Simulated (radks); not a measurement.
Problem. These are the eigenvalues of the occupied orbitals of an atom or ion with whole-number occupations (hartree). All-electron calculation, Dirac Kohn-Sham, PBE, spin-unpolarised, spherical densities, point nucleus. Program: a radial shooting solver on a logarithmic mesh with Libxc functionals.

| orbital | eigenvalue |
|---|---|
| 1s1/2 | -994.0390 |
| 2s1/2 | -198.2578 |
| 2p1/2 | -189.2569 |
| 2p3/2 | -182.6525 |
| 3s1/2 | -75.62911 |
| 3p1/2 | -72.41139 |
| 3p3/2 | -70.82405 |

Which element is it, and in what charge state? The configuration may be excited. Open shells, if any, fill j = l - 1/2 first.

Solution. Z = 47, silver, charge +32: Ag32+ in [Ne] 3s2 3p3. The list shows which subshells hold electrons but not how many an open one holds; the 1s level, -994.04 hartree, gives Z - s = 44.6 by -(Z - s)^2/2, which with screening and relativity narrows Z to a few neighbours, and the depths of the outer levels then fix element, charge and occupations together.
